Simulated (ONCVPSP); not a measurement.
**Before and after: ONCV potential for Fe**

Fe (Z = 26), optimised norm-conserving Vanderbilt (ONCV), made with ONCVPSP 4.0.1 (PBEsol, scalar-relativistic). Core [Ar], reference 3d6.5 4s1.5. Waves: 4s: rc 2.65 bohr, ncon 3, nbas 6, qcut 2.8 1/bohr, 1 projector; p scattering state at 0.06 Ha: rc 2.45 bohr, ncon 5, nbas 8, qcut 3.7 1/bohr, 2 projectors, debl 0.9 Ha; 3d: rc 0.85 bohr, ncon 3, nbas 7, qcut 10.5 1/bohr, 3 projectors, debl 2.5 Ha. Local part: polynomial inside 0.55 bohr (lpopt 5, dvloc0 2 Ha). Core correction: Teter function, parameters optimised by the program.

In the p channel the program set the typed energies aside and used 0.050, 0.950 Ha.

Change: s: qcut 2.4; p: qcut 3.1; d: qcut 8.9.

Cutoffs: the cutoffs (Ha) at which the residual kinetic energy of the hardest occupied pseudo-wave falls to 1 and 0.1 mHa per electron; they do not see the model core or the augmentation charge, which bear on the density cutoff. Errors are all-electron minus pseudo energies relative to the spin-unpolarised reference configuration.

What does the change do?

Both files keep a bound ghost (d, p, s); of the 4 tests that both files solve, the error grows in 2 and shrinks in 2 by more than 15 % and 0.3 meV (median size 15.4 → 11.9 meV).

| quantity | base | changed |
| --- | --- | --- |
| bound ghosts | s, p, d | s, p, d |
| GHOST(+) flags under 300 eV | s at 11.7 eV | s at 10.4 eV |
| error for 3d6 4s2, meV [ΔE 0.73 eV] | -23 | -17 |
| error for 3d6 4s1, meV [ΔE 9.48 eV] | +4.1 | +6.4 |
| error for 3d6 4s0, meV [ΔE 25.59 eV] | -46 | -72 |
| error for 3d6 4s1.5, meV [ΔE 4.23 eV] | -7.4 | -2.5 |
| s: phases at 2.70 bohr within 0.05 rad from the reference energy up to (Ha; the scan ends near 5) | 0.3 | 0.2 |
| p: phases at 2.49 bohr within 0.05 rad from the reference energy up to (Ha; the scan ends near 5) | 2.4 | 2.4 |
| d: phases at 0.86 bohr within 0.05 rad from the reference energy up to (Ha; the scan ends near 5) | to the end of the scan | to the end of the scan |
| rms error of d²Exc/dni dnj with the model core, mHa | 0.19 | 0.32 |

 A true bound ghost makes a file unfit for plane-wave use even where its test errors are small: the radial tests pick states by their node count and pass the ghost by.
